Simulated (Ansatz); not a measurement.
`C[SiH](F)[GeH3]` + H–F → `F[SiH](F)[GeH3]` + CH₄ at 700 K and 1 bar (ligand exchange at the Si–C bond).

Computed with Ansatz on PBE0-D4/def2-TZVP structures; ΔE is electronic, products minus reactants. CCSD(T)/CBS is the MP2 limit (def2-TZVPP, def2-QZVPP) plus CCSD(T) − MP2 in def2-TZVPP, frozen cores. This one scheme is used for every species. For Ge outer-core shells are correlated without core-valence functions, which leaves a few kJ/mol of doubt a bond. Scalar relativity is left out up to krypton.

| species | CCSD(T)/CBS energy (Eh) | H − E (kJ/mol) | S (J/(mol·K)) |
| --- | --- | --- | --- |
| `C[SiH](F)[GeH3]` | -2507.31933 | 272.2 | 489.3 |
| H–F | -100.39570 | 45.2 | 198.5 |
| `F[SiH](F)[GeH3]` | -2567.30741 | 169.7 | 448.4 |
| CH₄ | -40.46206 | 145.9 | 224.0 |

H − E and S are ideal-gas, rigid-rotor, harmonic terms from PBE0-D4/def2-TZVP, for one conformer and one mirror image of each species. 1 Eh = 2625.50 kJ/mol, R = 8.31446 J/(mol·K).

Q: By hand: ΔE, ΔH, ΔS and ΔG.

A: ΔE = (-2567.30741) + (-40.46206) − (-2507.31933) − (-100.39570) = -0.05444 Eh = -142.9 kJ/mol. Δ(H − E) = 169.7 + 145.9 − 272.2 − 45.2 = -1.8, so ΔH = -144.7 kJ/mol. ΔS = 448.4 + 224.0 − 489.3 − 198.5 = -15.4 J/(mol·K). ΔG = -144.7 − 700 × (-15.4)/1000 = -133.9 kJ/mol.

Q: By hand: the equilibrium constant, and the temperature at which ΔG would vanish if ΔH and ΔS stayed fixed.

A: log₁₀ K = −ΔG/(RT ln 10) = 10.0. ΔG = 0 at ΔH/ΔS = 9396 K, far beyond where these terms or the molecules hold.

ΔH outweighs TΔS. A doubt of 5 kJ/mol in ΔE shifts log₁₀ K by 0.4 here. Other conformers and mirror images would add mixing entropy, several J/(mol·K) or more a flexible species. These are equilibria of isolated gas molecules and say nothing of rates. Largest T1 diagnostic: 0.012 (customary marks: 0.02 for closed shells, 0.045 for open ones).
